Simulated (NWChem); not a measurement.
System: CH$_{3}$ClGeO; SMILES [Cl][GeH2][CH]=O

```xyz
7

O      0.4661    -2.6271     0.0000
C      0.8244    -1.4826     0.0000
Ge    -0.5352    -0.0130     0.0000
Cl     0.5486     1.8636     0.0000
H      1.9121    -1.2000     0.0000
H     -1.3931    -0.0763     1.2712
H     -1.3931    -0.0763    -1.2712
```
Atoms are numbered in this order, from 1.

All runs: NWChem. Medium grid unless said otherwise, to which SCAN and Minnesota functionals are sensitive. Geometry: optimised at PBE0/def2-SVP. Hybrids' shares of exact exchange are those that their runs print; pure functionals count as 0. The functionals differ in more than this share.

```
row              share of exact exchange  highest occupied level (eV)
---------------  -----------------------  ---------------------------
PBE/def2-SVP                        0.00                        -5.88
BLYP/def2-SVP                       0.00                        -5.74
TPSSh/def2-SVP                      0.10                        -6.59
B3LYP/def2-SVP                      0.20                        -7.07
M05-2X/def2-SVP                     0.56                     withheld
```

Task: Fit a straight line of the last column on the one before it, predict the withheld value, and compare with the run.

Result: 
1. Means of the 4 shown rows: x = 0.075, y = -6.320. Slope Σ(x − x̄)(y − ȳ)/Σ(x − x̄)² = -0.1770/0.02750 = -6.436; intercept -5.837.
2. The shown rows scatter about the line by 0.081 (root mean square); the largest residual is -0.11, at TPSSh/def2-SVP.
3. At x = 0.56 (M05-2X/def2-SVP; beyond the shown range) the line gives -9.44.
4. The run gives -8.73, +0.71 from the line, 8.8 times the scatter.
